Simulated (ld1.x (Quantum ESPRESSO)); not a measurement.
**copper: PAW pseudisation with BLYP, scalar-relativistic reference atom.**

ld1.x (Quantum ESPRESSO) 7.5 was run on this input:

```
&input
   title='Cu', zed=29., rel=1, dft='BLYP', iswitch=3,
   config='[Ar] 3d10 4s0 4p0',
   nld=3, rlderiv=1.70, eminld=-11.0, emaxld=5.0, deld=0.04
 /
 &inputp
   pseudotype=3, lpaw=.true., tm=.true., lloc=-1, rcloc=1.20,
   nlcc=.true., new_core_ps=.true., rcore=0.45,
   which_augfun='BG', rmatch_augfun=0.65,
   file_pseudopw='Cu.UPF', file_wfcaegen='ae.wfc', file_wfcncgen='nc.wfc', file_beta='beta', file_chi='chi', file_wfcusgen='us.wfc'
 /
6
3S  1  0   2.00   0.00  1.00  1.10  0.0
4S  2  0   0.00   0.00  1.00  1.10  0.0
3P  2  1   6.00   0.00  1.15  1.55  0.0
4P  3  1   0.00   0.00  1.15  1.55  0.0
3D  3  2  10.00   0.00  0.80  0.90  0.0
3D  3  2   0.00   0.85  0.80  0.90  0.0
 &test
   configts(1)='3s2 3p6 3d10 4s0 4p0'
 /
```

Command:

```bash
ld1.x < Cu.in > Cu.out
```

Resulting log (shortened: banner, matrices, multipoles, cross overlaps and the repeated all-electron block are left out):

```
Program LD1 v.7.5
     --------------------------- All-electron run ----------------------------

     Cu
     scalar relativistic calculation

     atomic number is 29.00
     dft =BLYP   lsd =0 sic =0 latt =0  beta=0.20 tr2=1.0E-14
     Exchange-correlation= BLYP
                           (   1   3   1   3   0   0   0)
     mesh =1199 r(mesh) = 100.25372 a.u. xmin = -7.00 dx = 0.01250
     1 Ry =  13.60569312 eV, c = 137.03599908

     n l     nl                  e(Ry)          e(Ha)          e(eV)
     1 0     1S 1( 2.00)      -651.3862      -325.6931     -8862.5607
     2 0     2S 1( 2.00)       -78.7306       -39.3653     -1071.1843
     2 1     2P 1( 6.00)       -68.0557       -34.0279      -925.9453
     3 0     3S 1( 2.00)        -9.0560        -4.5280      -123.2135
     3 1     3P 1( 6.00)        -5.9362        -2.9681       -80.7662
     3 2     3D 1(10.00)        -1.0085        -0.5043       -13.7217
     4 0     4S 1( 0.00)        -0.8902        -0.4451       -12.1117
     4 1     4P 1( 0.00)        -0.4961        -0.2480        -6.7496

     final scf error:  7.9E-15 reached in  21 iterations

     Etot =   -3309.813696 Ry,   -1654.906848 Ha,  -45032.309446 eV

     Ekin =    3359.227070 Ry,    1679.613535 Ha,   45704.612642 eV
     Encl =   -7950.993879 Ry,   -3975.496939 Ha, -108178.782736 eV
     Eh   =    1417.411110 Ry,     708.705555 Ha,   19284.860598 eV
     Exc  =    -135.457998 Ry,     -67.728999 Ha,   -1842.999950 eV

     normalization and overlap integrals

     s(1S/1S) =  1.000000  <r> =   0.0521  <r2> =    0.0037  r(max) =   0.0341
     s(2S/2S) =  1.000000  <r> =   0.2352  <r2> =    0.0653  r(max) =   0.1960
     s(2P/2P) =  1.000000  <r> =   0.2064  <r2> =    0.0523  r(max) =   0.1585
     s(3S/3S) =  1.000000  <r> =   0.7126  <r2> =    0.5876  r(max) =   0.6112
     s(3P/3P) =  1.000000  <r> =   0.7503  <r2> =    0.6669  r(max) =   0.6189
     s(3D/3D) =  1.000000  <r> =   1.0179  <r2> =    1.4346  r(max) =   0.6036
     s(4S/4S) =  1.000000  <r> =   2.5920  <r2> =    7.7465  r(max) =   2.1334
     s(4P/4P) =  1.000000  <r> =   3.4322  <r2> =   13.7079  r(max) =   2.8087

     ------------------------ End of All-electron run ------------------------

     --------------------- Generating PAW atomic setup --------------------

      Generating local potential from pseudized AE potential:
      Matching radius rcloc =   1.2000

      Local pseudo, rcloc= 1.200 Estimated cut-off energy=    16.90 Ry

      Computing core charge for nlcc:

       r > 0.45 : true rho core
      Core charge pseudized with two Bessel functions
      Integrated core pseudo-charge :   4.04
      Wfc-us  3S rcutus= 1.114  Estimated cut-off energy=    42.94 Ry
      Wfc-us  4S rcutus= 1.114  Estimated cut-off energy=    86.13 Ry
      Wfc-us  3P rcutus= 1.541  Estimated cut-off energy=    36.56 Ry
      Wfc-us  4P rcutus= 1.541  Estimated cut-off energy=    69.52 Ry
      Wfc-us  3D rcutus= 0.889  Estimated cut-off energy=   143.39 Ry
      Wfc-us  3D rcutus= 0.889  Estimated cut-off energy=   151.44 Ry

     Required augmentation: BG   radius:    0.650000
     Message from routine us2paw:
     WARNING: using Bloechl style augmentation functions is not a good idea, as analytical overlap are not implemented in pwscf: use BESSEL or GAUSS instead.
     Message from routine us2paw:
     WARNING: using Bloechl style augmentation functions is not a good idea, as analytical overlap are not implemented in pwscf: use BESSEL or GAUSS instead.
     Message from routine us2paw:
     WARNING: using Bloechl style augmentation functions is not a good idea, as analytical overlap are not implemented in pwscf: use BESSEL or GAUSS instead.
     Message from routine us2paw:
     WARNING: using Bloechl style augmentation functions is not a good idea, as analytical overlap are not implemented in pwscf: use BESSEL or GAUSS instead.
     [... 1 repeated lines left out ...]
     WARNING: using Bloechl style augmentation functions is not a good idea, as analytical overlap are not implemented in pwscf: use BESSEL or GAUSS instead.
     [... 1 repeated lines left out ...]
     WARNING: using Bloechl style augmentation functions is not a good idea, as analytical overlap are not implemented in pwscf: use BESSEL or GAUSS instead.
     [... 1 repeated lines left out ...]
     WARNING: using Bloechl style augmentation functions is not a good idea, as analytical overlap are not implemented in pwscf: use BESSEL or GAUSS instead.
     [... 1 repeated lines left out ...]
     WARNING: using Bloechl style augmentation functions is not a good idea, as analytical overlap are not implemented in pwscf: use BESSEL or GAUSS instead.
     [... 1 repeated lines left out ...]
     WARNING: using Bloechl style augmentation functions is not a good idea, as analytical overlap are not implemented in pwscf: use BESSEL or GAUSS instead.
     [... 1 repeated lines left out ...]
     WARNING: using Bloechl style augmentation functions is not a good idea, as analytical overlap are not implemented in pwscf: use BESSEL or GAUSS instead.
     [... 1 repeated lines left out ...]
     WARNING: using Bloechl style augmentation functions is not a good idea, as analytical overlap are not implemented in pwscf: use BESSEL or GAUSS instead.
     [... 1 repeated lines left out ...]
     WARNING: using Bloechl style augmentation functions is not a good idea, as analytical overlap are not implemented in pwscf: use BESSEL or GAUSS instead.
     [... 1 repeated lines left out ...]
     WARNING: using Bloechl style augmentation functions is not a good idea, as analytical overlap are not implemented in pwscf: use BESSEL or GAUSS instead.
     [... 1 repeated lines left out ...]
     WARNING: using Bloechl style augmentation functions is not a good idea, as analytical overlap are not implemented in pwscf: use BESSEL or GAUSS instead.
     [... 1 repeated lines left out ...]
     WARNING: using Bloechl style augmentation functions is not a good idea, as analytical overlap are not implemented in pwscf: use BESSEL or GAUSS instead.
     [... 1 repeated lines left out ...]
     WARNING: using Bloechl style augmentation functions is not a good idea, as analytical overlap are not implemented in pwscf: use BESSEL or GAUSS instead.
     [... 1 repeated lines left out ...]
     WARNING: using Bloechl style augmentation functions is not a good idea, as analytical overlap are not implemented in pwscf: use BESSEL or GAUSS instead.
     [... 1 repeated lines left out ...]
     WARNING: using Bloechl style augmentation functions is not a good idea, as analytical overlap are not implemented in pwscf: use BESSEL or GAUSS instead.
     [... 1 repeated lines left out ...]
     WARNING: using Bloechl style augmentation functions is not a good idea, as analytical overlap are not implemented in pwscf: use BESSEL or GAUSS instead.
     [... 1 repeated lines left out ...]
     WARNING: using Bloechl style augmentation functions is not a good idea, as analytical overlap are not implemented in pwscf: use BESSEL or GAUSS instead.
     [... 1 repeated lines left out ...]
     WARNING: using Bloechl style augmentation functions is not a good idea, as analytical overlap are not implemented in pwscf: use BESSEL or GAUSS instead.
     [... 1 repeated lines left out ...]
     WARNING: using Bloechl style augmentation functions is not a good idea, as analytical overlap are not implemented in pwscf: use BESSEL or GAUSS instead.
     [... 1 repeated lines left out ...]
     WARNING: using Bloechl style augmentation functions is not a good idea, as analytical overlap are not implemented in pwscf: use BESSEL or GAUSS instead.
     [... 1 repeated lines left out ...]
     WARNING: using Bloechl style augmentation functions is not a good idea, as analytical overlap are not implemented in pwscf: use BESSEL or GAUSS instead.
     [... 1 repeated lines left out ...]
     WARNING: using Bloechl style augmentation functions is not a good idea, as analytical overlap are not implemented in pwscf: use BESSEL or GAUSS instead.
     [... 1 repeated lines left out ...]
     WARNING: using Bloechl style augmentation functions is not a good idea, as analytical overlap are not implemented in pwscf: use BESSEL or GAUSS instead.
     [... 1 repeated lines left out ...]
     WARNING: using Bloechl style augmentation functions is not a good idea, as analytical overlap are not implemented in pwscf: use BESSEL or GAUSS instead.
     Gaussians generated with zeta:    74.889053

     Estimated PAW energy = -486.728563 Ryd

     ------------------- End of pseudopotential generation -------------------

     Computing logarithmic derivative in   1.69295
     Computing logarithmic derivative in   1.69295
     Computing the partial wave expansion
     R is outside the sphere for l=    0 j= 0.00
     R is outside the sphere for l=    0 j= 0.00
     R is outside the sphere for l=    1 j= 0.00
     R is outside the sphere for l=    1 j= 0.00
     R is outside the sphere for l=    2 j= 0.00
     R is outside the sphere for l=    2 j= 0.00

     ---------------------- Testing the pseudopotential ----------------------

     Cu
     scalar relativistic calculation

     atomic number is 29.00   valence charge is 19.00
     dft = SLA  LYP  B88  BLYP   lsd =0 sic =0 latt =0  beta=0.20 tr2=1.0E-14
     mesh =1199 r(mesh) = 100.25372 xmin = -7.00 dx = 0.01250

     n l     nl             e AE (Ry)        e PS (Ry)    De AE-PS (Ry)
     1 0     3S   1( 2.00)       -9.05602       -9.05602       -0.00000
     2 1     3P   1( 6.00)       -5.93620       -5.93621        0.00001
     3 2     3D   1(10.00)       -1.00852       -1.00854        0.00001
     2 0     4S   1( 0.00)       -0.89020       -0.89019       -0.00001
     3 1     4P   1( 0.00)       -0.49609       -0.49611        0.00002

     eps = 9.3E-16  iter = 10

     Etot =   -3309.813696 Ry,   -1654.906848 Ha,  -45032.309446 eV
     Etotps =  -486.728580 Ry,    -243.364290 Ha,   -6622.279692 eV

     Ekin =     438.168087 Ry,     219.084043 Ha,    5961.580522 eV
     Encl =   -1130.606901 Ry,    -565.303450 Ha,  -15382.690536 eV
     Ehrt =     341.168226 Ry,     170.584113 Ha,    4641.830182 eV
     Ecxc =    -135.457991 Ry,     -67.728996 Ha,   -1842.999860 eV
     (Ecc =     -17.138267 Ry,      -8.569133 Ha,    -233.177997 eV)

     ---------------------- End of pseudopotential test ----------------------
```

The ghost test of this file was not conclusive. Its overlap operator is not positive definite in a basis up to 400 Ry (lowest eigenvalue s -0.08, p -0.10), so the file is unfit for use: the generalised eigenproblem breaks down once the basis is large enough, and its test numbers describe a broken file.

Generation and configuration tests took about 1.7 s on one core of a shared server CPU.
